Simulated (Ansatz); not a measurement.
silole (C₄H₆Si), singlet, at a GFN2-xTB geometry; Ansatz (an electronic-structure program) with B3LYP5/6-31G*.

Input for Ansatz:
Ansatz 0.2 input:
```yaml
crystal:
  periodic: [false, false, false]
  atoms:
    - {symbol: C, position_ang: [-1.20638586, 0.78574789, -0.41109095]}
    - {symbol: C, position_ang: [0.02710569, 1.29088450, -0.29376265]}
    - {symbol: Si, position_ang: [1.21355663, -0.07286224, 0.24738050]}
    - {symbol: C, position_ang: [-0.23813991, -1.27821395, 0.25074385]}
    - {symbol: C, position_ang: [-1.35277056, -0.63209551, -0.11058672]}
    - {symbol: H, position_ang: [-2.07420278, 1.35899959, -0.70866783]}
    - {symbol: H, position_ang: [0.24603893, 2.32689193, -0.49207049]}
    - {symbol: H, position_ang: [1.78955600, 0.14895981, 1.57457124]}
    - {symbol: H, position_ang: [2.23200545, -0.39041535, -0.75478595]}
    - {symbol: H, position_ang: [-0.23451069, -2.32758409, 0.49442049]}
    - {symbol: H, position_ang: [-2.32753594, -1.09471811, -0.18861565]}
basis:
  gaussian:
    orbitals: 6-31G*
hamiltonian:
  xc: b3lyp5
```

Output, abridged:

```
Functional definition: B3LYP5
1130 factors; their error is unknown
mean field evaluation 1: about -12110.9946 eV, gradient 5.1e1 eV
mean field evaluation 2: about -12107.3082 eV, gradient 6.3e1 eV
mean field evaluation 4: about -12117.7732 eV, gradient 1.3e0 eV
mean field evaluation 8: about -12117.7328 eV, gradient 3.9e-2 eV
mean field -12117.73277401 eV, -445.3184657505 hartree, gradient 2.6e-5 eV, S^2 0.000000; 0 other end points of the search recorded, 0 dependent functions left out
reference -12117.73299372 eV, -445.3184738250 hartree; 22, 22 occupied and 69, 69 virtual orbitals, 1130 factors
Total energy: -12117.73299372 eV, -445.3184738250 hartree
```
